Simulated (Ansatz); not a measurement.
Geometry optimisation, RKS r2SCAN-D4/def2-SVP in Ansatz.

The input (input.yaml):

```yaml
crystal:
  periodic: [false, false, false]
  atoms:
    - { symbol: W, position_ang: [-0.044166, 0.186757, 0.364667] }
    - { symbol: Cl, position_ang: [0.995436, 0.248865, 2.467546] }
    - { symbol: H, position_ang: [1.357845, -0.728224, 0.107986] }
    - { symbol: H, position_ang: [-0.126447, 1.723963, -0.350108] }
    - { symbol: H, position_ang: [-1.527281, -0.633567, 0.386714] }
    - { symbol: H, position_ang: [-0.145186, -1.143726, -0.638996] }
    - { symbol: H, position_ang: [0.711099, 0.345932, -1.116509] }
basis:
  gaussian: { orbitals: def2-SVP }
hamiltonian:
  xc: r2scan
  dispersion: d4
relax:
  f_tol: 0.03
  max_steps: 50
```

Launched with:

```bash
$ ansatz run input.yaml --threads 1 --pin off --max-ram 2048MiB --backend cpu --events-out ev --progress --plain --runs-dir out
```

Problem. Where does it end, and by what steps?

Solution. The forces met the threshold. After 3 steps the energy has fallen by 0.078 eV; H3 moved furthest, 0.09 Å.

```json
{"step": "0", "energy less start (eV)": "0.0000", "largest force component (eV/Å)": "1.290", "accepted": "yes"}
{"step": "1", "energy less start (eV)": "-0.0331", "largest force component (eV/Å)": "0.410", "accepted": "yes"}
{"step": "2", "energy less start (eV)": "-0.0770", "largest force component (eV/Å)": "0.047", "accepted": "yes"}
{"step": "3", "energy less start (eV)": "-0.0783", "largest force component (eV/Å)": "0.020", "accepted": "yes"}
```

```xyz
7
Properties=species:S:1:pos:R:3
W -0.006 0.171 0.377
Cl 0.927 0.277 2.447
H 1.334 -0.734 0.023
H -0.124 1.715 -0.320
H -1.507 -0.623 0.423
H -0.154 -1.167 -0.622
H 0.750 0.361 -1.106
```

Whether the end is a true minimum wasn't checked by a vibrational analysis.

Run time: 11 s on 1 thread of Intel(R) Xeon(R) 6975P-C (Granite Rapids), with other jobs on the host, peak memory 0.17 GiB.
